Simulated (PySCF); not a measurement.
The calculation used delta-SCF UKS SCAN, pcX-2 on the ionised atom, pcseg-1 elsewhere, spin-free X2C (PySCF). Geometries: GFN2-xTB; isolated species, one conformer each. Values against the vacuum level.

Question: Order these sites by rising C 1s binding energy.
A. C2 in `[CH2:1]=[CH:2][N:3]=[CH2:4]`
B. C2 in `[F:1][C:2]1=[CH:3][O:4][CH2:5][CH2:6]1`
C. C2 in `[F:1][CH2:2][CH2:3][C:4]([F:5])([F:6])[F:7]`
D. C1 in `[H]/[N:4]=[CH:3]\[CH:2]=[CH2:1]`
E. C2 in `[O:1]=[C:2]([F:3])[CH:4]1[CH2:5][CH2:6]1`

Answer: D (290.77 eV), A (291.42 eV), B (292.37 eV), C (293.82 eV), E (295.68 eV).

From the lowest up, the atoms are bonded to: C (double bond) and 2 H (290.77); N, C (double bond) and H (291.42); F, C (double bond) and C (292.37); F, C and 2 H (293.82); F, O (double bond) and C (295.68).
